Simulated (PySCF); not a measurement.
# Spin-orbit coupling and the second ionisation energy along group 13

Two-component X2C-1e calculated with PySCF 2.14: MP2 on generalised Hartree-Fock spinors (GMP2), with spin-orbit coupling off and on (screened by Boettger's factors); no Breit or QED terms. Values in eV; the references (NIST) lie between the lowest levels. Elements whose determinants are no pure J levels are left out.

```json
{"element": "B (x2c-QZVPPall-2c, 1s2 frozen)", "configurations": "[He] 2s2 → [He] 2s1", "spin-free": "24.472", "with spin-orbit": "24.472", "shift": "0.000", "reference": "25.155"}
{"element": "Al (x2c-QZVPPall-2c, [Ne] frozen)", "configurations": "[Ne] 3s2 → [Ne] 3s1", "spin-free": "18.350", "with spin-orbit": "18.350", "shift": "0.000", "reference": "18.829"}
{"element": "Ga (x2c-QZVPPall-2c, [Ne] frozen)", "configurations": "[Ar] 3d10 4s2 → [Ar] 3d10 4s1", "spin-free": "20.374", "with spin-orbit": "20.374", "shift": "0.000", "reference": "20.515"}
{"element": "In (x2c-QZVPPall-2c, [Ar] 3d10 frozen)", "configurations": "[Kr] 4d10 5s2 → [Kr] 4d10 5s1", "spin-free": "18.904", "with spin-orbit": "18.907", "shift": "0.003", "reference": "18.870"}
```

What remains against the references is mostly the basis and correlation beyond MP2.
